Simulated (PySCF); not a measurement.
BF, charge +1, doublet, geometry from GFN2-xTB (a state made from the parent by changing its charge; the spin is typed, not shown lowest); PySCF with CCSD(T)/6-311G**.

The PySCF input:
```python
from pyscf import gto, scf, cc

mol = gto.Mole()
mol.atom = '''
    B    -0.00000000   -0.00000000   -0.77001619
    F     0.00000000    0.00000000    0.42778677
'''
mol.basis = '6-311g**'
mol.charge = 1
mol.spin = 1
mol.verbose = 4
mol.build()

mf = scf.UHF(mol)
mf.kernel()

mycc = cc.CCSD(mf)
mycc.kernel()
et = mycc.ccsd_t()
print('E(CCSD(T)) = %.10f' % (mycc.e_tot + et))
```

### Question
Predict the main parts of the log of this PySCF run.

### Answer

```
PySCF version 2.14.0

[INPUT] verbose = 4
[INPUT] num. atoms = 2
[INPUT] num. electrons = 13
[INPUT] charge = 1
[INPUT] spin (= nelec alpha-beta = 2S) = 1
[INPUT] symmetry False subgroup None
[INPUT] Mole.unit = angstrom
[INPUT] Symbol           X                Y                Z      unit          X                Y                Z       unit  Magmom
[INPUT]  1 B      0.000000000000   0.000000000000  -0.770016190000 AA    0.000000000000   0.000000000000  -1.455119710581 Bohr   0.0
[INPUT]  2 F      0.000000000000   0.000000000000   0.427786770000 AA    0.000000000000   0.000000000000   0.808399835012 Bohr   0.0

nuclear repulsion = 19.8805440348887
number of shells = 16
number of NR pGTOs = 62
number of NR cGTOs = 36
basis = 6-311g**
ecp = {}

******** <class 'pyscf.scf.uhf.UHF'> ********
method = UHF
initial guess = minao
damping factor = 0
level_shift factor = 0
DIIS = <class 'pyscf.scf.diis.CDIIS'>
diis_start_cycle = 1
diis_space = 8
diis_damp = 0
SCF conv_tol = 1e-09
SCF conv_tol_grad = None
SCF max_cycles = 50
direct_scf = True
direct_scf_tol = 1e-13
number electrons alpha = 7  beta = 6
Set gradient conv threshold to 3.16228e-05
init E= -124.292933369915

cycle= 1 E= -123.684012657792  delta_E= 0.609  |g|= 0.353  |ddm|= 0.942
cycle= 2 E= -123.762415173285  delta_E= -0.0784  |g|= 0.166  |ddm|= 0.546
cycle= 3 E= -123.77285941662  delta_E= -0.0104  |g|= 0.0586  |ddm|= 0.112
cycle= 4 E= -123.77504931276  delta_E= -0.00219  |g|= 0.0175  |ddm|= 0.0584
cycle= 5 E= -123.775469646578  delta_E= -0.00042  |g|= 0.00664  |ddm|= 0.0298
cycle= 6 E= -123.77552853472  delta_E= -5.89e-05  |g|= 0.00277  |ddm|= 0.00948
cycle= 7 E= -123.775541116301  delta_E= -1.26e-05  |g|= 0.000818  |ddm|= 0.00454
cycle= 8 E= -123.775542445768  delta_E= -1.33e-06  |g|= 0.000285  |ddm|= 0.0013
cycle= 9 E= -123.775542607262  delta_E= -1.61e-07  |g|= 3.68e-05  |ddm|= 0.000517
cycle= 10 E= -123.775542608612  delta_E= -1.35e-09  |g|= 5.39e-06  |ddm|= 5.99e-05
cycle= 11 E= -123.775542608635  delta_E= -2.28e-11  |g|= 1.25e-06  |ddm|= 9.43e-06
Extra cycle  E= -123.775542608636  delta_E= -4.83e-13  |g|= 6.82e-07  |ddm|= 1e-06
converged SCF energy = -123.775542608636  <S^2> = 0.75370978  2S+1 = 2.0037063

******** <class 'pyscf.cc.uccsd.UCCSD'> ********
CC2 = 0
CCSD nocc = (np.int64(7), np.int64(6)), nmo = (36, 36)
max_cycle = 50
direct = 0
conv_tol = 1e-07
conv_tol_normt = 1e-06
diis_space = 6
diis_start_cycle = 0
diis_start_energy_diff = 1e+09
Init t2, MP2 energy = -0.278511488279475
Init E_corr(UCCSD) = -0.278511488279655
cycle = 1  E_corr(UCCSD) = -0.272284882576487  dE = 0.0062266057  norm(t1,t2) = 0.0744292
cycle = 2  E_corr(UCCSD) = -0.28039477326087  dE = -0.00810989068  norm(t1,t2) = 0.0231244
cycle = 3  E_corr(UCCSD) = -0.280012724624588  dE = 0.000382048636  norm(t1,t2) = 0.0162691
cycle = 4  E_corr(UCCSD) = -0.281349896300703  dE = -0.00133717168  norm(t1,t2) = 0.00744229
cycle = 5  E_corr(UCCSD) = -0.281370464400763  dE = -2.05681001e-05  norm(t1,t2) = 0.00119809
cycle = 6  E_corr(UCCSD) = -0.281317476742153  dE = 5.29876586e-05  norm(t1,t2) = 0.000506593
cycle = 7  E_corr(UCCSD) = -0.281322762700546  dE = -5.28595839e-06  norm(t1,t2) = 0.00020902
cycle = 8  E_corr(UCCSD) = -0.281334947310289  dE = -1.21846097e-05  norm(t1,t2) = 6.84755e-05
cycle = 9  E_corr(UCCSD) = -0.281333107506856  dE = 1.83980343e-06  norm(t1,t2) = 2.07875e-05
cycle = 10  E_corr(UCCSD) = -0.281333125765218  dE = -1.82583615e-08  norm(t1,t2) = 8.99193e-06
cycle = 11  E_corr(UCCSD) = -0.281333180420262  dE = -5.46550449e-08  norm(t1,t2) = 2.78266e-06
cycle = 12  E_corr(UCCSD) = -0.281333062279743  dE = 1.18140519e-07  norm(t1,t2) = 1.18424e-06
cycle = 13  E_corr(UCCSD) = -0.281333085470561  dE = -2.31908173e-08  norm(t1,t2) = 4.77681e-07
UCCSD converged
E(UCCSD) = -124.0568756941062  E_corr = -0.2813330854705606
UCCSD(T) correction = -0.00767225024325305
E(CCSD(T)) = -124.0645479443
```
